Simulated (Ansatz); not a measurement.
Ansatz (a first-principles code) input file for CH11N3Si2, SMILES C[Si@H](N)[SiH](N)N, PBE/def2-SVPD. Coordinates come from a B3LYP-D3(BJ)/def2-SVP optimisation. The structure was generated by enumeration; whether it is a known compound was not checked. Other conformers were not sampled.

Ansatz 0.2 input:
```yaml
crystal:
  periodic: [false, false, false]
  atoms:
    - {symbol: C, position_ang: [-1.96320646, 1.37074491, -0.59445116]}
    - {symbol: Si, position_ang: [-1.15018457, -0.33208889, -0.39887807]}
    - {symbol: N, position_ang: [-1.48877675, -1.17174139, 1.10347810]}
    - {symbol: Si, position_ang: [1.19599710, -0.07032454, -0.37895714]}
    - {symbol: N, position_ang: [1.78608612, 1.53480584, -0.06115556]}
    - {symbol: N, position_ang: [1.64432554, -1.07848744, 0.96360512]}
    - {symbol: H, position_ang: [-1.74384973, 1.78406285, -1.59402825]}
    - {symbol: H, position_ang: [-3.05906265, 1.32451086, -0.48133306]}
    - {symbol: H, position_ang: [-1.56886099, 2.07986469, 0.15197695]}
    - {symbol: H, position_ang: [-1.67121878, -1.19803147, -1.50439401]}
    - {symbol: H, position_ang: [-0.98815860, -0.85334885, 1.92938534]}
    - {symbol: H, position_ang: [-2.44164024, -1.43170455, 1.34541109]}
    - {symbol: H, position_ang: [1.81331075, -0.38273886, -1.71211392]}
    - {symbol: H, position_ang: [2.05773818, 2.13981476, -0.82883247]}
    - {symbol: H, position_ang: [1.44858033, 2.07035169, 0.73250248]}
    - {symbol: H, position_ang: [1.08246416, -1.90471495, 1.15003035]}
    - {symbol: H, position_ang: [2.61711656, -1.21078699, 1.22630188]}
basis:
  gaussian:
    orbitals: def2-SVPD
hamiltonian:
  xc: {name: PBE}
```

It prints:

```
WARN ansatz: RAYON_NUM_THREADS=2 ignored (pool sized by the plan → 2); use --threads N
Functional definition: PBE
integrals: 0.19 GiB planned
1854 factors; their error is unknown
mean field: 1.20 GiB planned
mean field evaluation 1: about -21394.3036 eV, gradient 1.1e2 eV
mean field evaluation 2: about -21312.9473 eV, gradient 2.0e2 eV
mean field evaluation 4: about -21419.5158 eV, gradient 1.8e1 eV
mean field evaluation 8: about -21420.3777 eV, gradient 1.3e-1 eV
mean field evaluation 16: about -21420.3132 eV, gradient 1.2e-3 eV
mean field -21420.31317213 eV, -787.1819898660 hartree, gradient 5.2e-5 eV, S^2 0.000000; 0 other end points of the search recorded, 0 dependent functions left out
reference -21420.31322723 eV, -787.1819918908 hartree; 33, 33 occupied and 183, 183 virtual orbitals, 1854 factors
Total energy: -21420.31322723 eV, -787.1819918908 hartree
```

Self-consistency was reached.
